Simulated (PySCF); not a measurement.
**Working out the excitation energy of B**

B [He] 2s2 2p1 (2P) → B [He] 2s2 3d1 (2D). All numbers are calculated (PySCF 2.14, the spin-free X2C one-electron Hamiltonian (Gaussian nucleus), in aug-cc-pVTZ-DK). Frozen: 1s2. Energies in hartree (1 hartree = 27.21139 eV):

```csv
part,B (lower),B (upper)
UHF,-24.538906,-24.247793
MP2 opposite-spin,-0.041166,-0.040521
MP2 same-spin,-0.003243,-0.002562
```

Problem. What does Hartree-Fock give?

Solution. (-24.247793) − (-24.538906) = 0.291113 hartree = 7.922 eV.

Problem. What do MP2 and SCS-MP2 (6/5 opposite-spin, 1/3 same-spin) give?

Solution. The opposite-spin parts differ by 0.018 eV and the same-spin parts by 0.019 eV. MP2: 7.922 + (0.018) + (0.019) = 7.959 eV. SCS-MP2: 7.922 + 1.2 × (0.018) + (0.019)/3 = 7.950 eV.

Measured between the centres of the two terms (NIST): 6.789 eV, so MP2 (valence) is off by 1.170 eV.

What remains against the reference includes basis incompleteness, the frozen core and correlation beyond second order.
